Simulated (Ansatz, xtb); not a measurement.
Relaxing a trial structure of F2GeHSi−

The starting geometry of this gas-phase singlet has its atoms placed at random.

```xyz
5

F    -1.0431    0.3860   -1.4047
F    -0.5479   -1.2066   -0.8504
Ge    0.6919    0.8803    0.3496
Si   -1.0988   -0.5369    1.1031
H     0.6511   -1.2696    0.3591
```

**Question.** One run relaxed it with r2SCAN-D4/def2-SVPD. What is a likely outcome?

**Answer.** It ends as a structure given below by its coordinates. Contacts that close: F1–Si4 (2.67 → 1.83 Å), F2–Si4 (2.14 → 1.71 Å), Ge3–H5 (2.15 → 1.60 Å).

The energy falls by 6.39 eV over 15 steps:

```tsv
step	E − E(last) (eV)
1	6.394
3	2.733
4	1.491
6	0.965
7	0.576
9	0.160
10	0.074
12	0.010
13	0.001
15	0.000
```

Final geometry (Å):

```yaml
atoms:
  - { symbol: F, position_ang: [-0.8198, 0.5363, -1.0172] }
  - { symbol: F, position_ang: [-1.0843, -1.9913, -0.3507] }
  - { symbol: Ge, position_ang: [0.6409, 0.7054, 0.6302] }
  - { symbol: Si, position_ang: [-1.5259, -0.4845, 0.3250] }
  - { symbol: H, position_ang: [1.4423, -0.5127, -0.0307] }
```

From the same start GFN2-xTB ends elsewhere, differing in F1–Ge3 (2.01 against 2.21 Å here), F1–Si4 (3.15 against 1.83 Å here), Ge3–H5 (2.07 against 1.60 Å here).

From so rough a start the end depends on the optimiser's path, so another program may land elsewhere. No frequencies were run, so the end isn't proven a minimum. Run with Ansatz 0.2.0, 19 s on 2 threads of Intel(R) Xeon(R) 6975P-C (Granite Rapids), with other jobs on the host.
